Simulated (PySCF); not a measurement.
Ga(F)3(NH3), H3F3GaN, singlet (PBE0/def2-SVP optimised geometry):

```
8

Ga    -1.057    -0.617     0.000
F     -1.366    -1.478     1.498
F     -1.370    -1.479    -1.496
F     -1.354     1.113     0.000
N      0.997    -0.617     0.000
H      1.346     0.343    -0.022
H      1.354    -1.113    -0.817
H      1.351    -1.074     0.842
```

Calculation: PySCF 2.14.0 with PBE0/def2-TZVP.

Problem. What are the frontier orbital energies and the dipole moment?

Solution. HOMO-2 -10.44 eV, HOMO-1 -10.42 eV, HOMO -10.34 eV, LUMO -0.76 eV, LUMO+1 0.63 eV; dipole moment 6.49 D.

On the same geometry PBE/def2-TZVP (PySCF) gives HOMO-2 -8.40 eV, HOMO-1 -8.40 eV, HOMO -8.25 eV, LUMO -1.65 eV, LUMO+1 -0.38 eV; dipole moment 6.38 D.

Meta-Löwdin charges at PBE0/def2-TZVP: Ga1 1.25, F2 -0.53, F3 -0.53, F4 -0.53, N5 -0.49, H6 0.28, H7 0.28, H8 0.28.
